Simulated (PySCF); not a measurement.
A run for PySCF: D3(BJ) and D4 dispersion corrections on CH9NSi (a complex), monomers drawn apart or pushed together.

```python
from pyscf import gto
from pyscf.dispersion import dftd3, dftd4

mol = gto.M(
    atom='''
    Si   -0.02219163   -0.12477800   -0.06855816
    H     0.04119118    1.22432503    0.53590559
    H     0.28310070   -0.03283706   -1.51421110
    H    -1.38115579   -0.68414839    0.11005087
    H     0.96689538   -1.00720420    0.58927622
    C     0.73867921    0.35062549    6.34010159
    N    -0.57731329   -0.20328832    6.03142885
    H     1.28783940   -0.35651213    6.96360891
    H     0.61495968    1.26608522    6.92061834
    H     1.36244778    0.58618654    5.46733593
    H    -0.50085024   -1.06902094    5.51242973
    H    -1.12604481    0.43840616    5.47300174
    ''',
    basis='def2-svp',
    charge=0, spin=0, verbose=0, max_memory=1800)
d3, d4 = {}, {}
for xc in ['hf', 'pbe', 'blyp', 'revpbe', 'tpss', 'r2scan', 'b3lyp', 'pbe0', 'bhlyp', 'camb3lyp', 'b2plyp']:
    d3[xc] = float(dftd3.DFTD3Dispersion(mol, xc=xc, version='d3bj', atm=False).get_dispersion()['energy'])
    print(f'D3(BJ) {xc:10s} {d3[xc]:14.8f} Eh')
for xc in ['hf', 'pbe', 'blyp', 'revpbe', 'tpss', 'r2scan', 'b3lyp', 'pbe0', 'bhlyp', 'camb3lyp', 'b2plyp']:
    d4[xc] = float(dftd4.DFTD4Dispersion(mol, xc={'camb3lyp': 'cam-b3lyp'}.get(xc, xc), atm=True).get_dispersion()['energy'])
    print(f'D4     {xc:10s} {d4[xc]:14.8f} Eh')
```

The log:

```
D3(BJ) hf            -0.04529932 Eh
D3(BJ) pbe           -0.00461120 Eh
D3(BJ) blyp          -0.00951421 Eh
D3(BJ) revpbe        -0.01246858 Eh
D3(BJ) tpss          -0.00558979 Eh
D3(BJ) r2scan        -0.00123874 Eh
D3(BJ) b3lyp         -0.00770089 Eh
D3(BJ) pbe0          -0.00377834 Eh
D3(BJ) bhlyp         -0.00581600 Eh
D3(BJ) camb3lyp      -0.00316981 Eh
D3(BJ) b2plyp        -0.00337944 Eh
D4     hf            -0.01610915 Eh
D4     pbe           -0.00377042 Eh
D4     blyp          -0.00870513 Eh
D4     revpbe        -0.01469959 Eh
D4     tpss          -0.00510225 Eh
D4     r2scan        -0.00096946 Eh
D4     b3lyp         -0.00600184 Eh
D4     pbe0          -0.00309836 Eh
D4     bhlyp         -0.00397302 Eh
D4     camb3lyp      -0.00304310 Eh
D4     b2plyp        -0.00259508 Eh
```

The run finished.

Cost: very roughly 0.05 core-seconds.
